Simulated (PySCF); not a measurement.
A structure optimised at B3LYP-D3(BJ)/def2-TZVP, used in a PySCF frequency run:

```xyz
3

Mg     0.0000     0.0000    -2.0283
H      0.0000     0.0000    -3.7107
I      0.0000     0.0000     0.5292
```
Charge 0, spin multiplicity 1.

**Question.** Write its SMILES, formula and point group.

**Answer.** [MgH][I], HIMg, C∞v

**Question.** What are its rotational constants (standard atomic weights)?

**Answer.** 3.4123 GHz (linear rotor, B only)
